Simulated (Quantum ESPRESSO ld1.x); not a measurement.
Results of a calculation; reference values are marked as such.
Problem. All-electron atom: neutral gold in [Xe] 4f14 5d10 6s1. Level of theory: Dirac Kohn-Sham, HCTH/120, spin-unpolarised, spherical densities, point nucleus (ld1.x of Quantum ESPRESSO 7.5). Some entries of the table are withheld. Estimate them.

orbital,occ.,eigenvalue (hartree),<r> (bohr),<r^2> (bohr^2)
1s1/2,2,-2963.35,0.01687,0.0003933
2s1/2,2,-522.906,0.07045,0.005936
2p1/2,2,-501.487,0.05798,0.004201
2p3/2,4,-434.040,0.06653,0.005388
3s1/2,2,-123.500,0.1832,(1)
3p1/2,2,-113.873,0.1735,0.03514
3p3/2,4,-98.9770,0.1892,0.04155
3d3/2,4,-83.0220,0.1647,0.03184
3d5/2,6,-79.8138,0.1695,0.03359
4s1/2,2,-26.8341,0.4066,0.1868
4p1/2,2,-22.7267,0.4090,0.1905
4p3/2,4,-19.1459,0.4430,0.2232
4d3/2,4,-12.4288,0.4511,0.2354
4d5/2,6,-11.7602,0.4623,0.2470
5s1/2,2,-3.99688,0.9261,0.9630
4f5/2,6,-3.12303,0.4931,(2)
4f7/2,8,-2.98144,0.5001,(3)
5p1/2,2,-2.66201,1.001,1.134
5p3/2,4,-2.05095,1.101,1.373
5d3/2,4,-0.29732,1.557,2.925
5d5/2,6,-0.23996,1.642,3.282
6s1/2,1,-0.21259,2.877,9.597
6p1/2,0,-0.04441,4.436,23.67
6p3/2,0,-0.02664,5.217,32.88

Solution. 
(1) 3s1/2 <r^2> (bohr^2): 0.03854
(2) 4f5/2 <r^2> (bohr^2): 0.2947
(3) 4f7/2 <r^2> (bohr^2): 0.3031
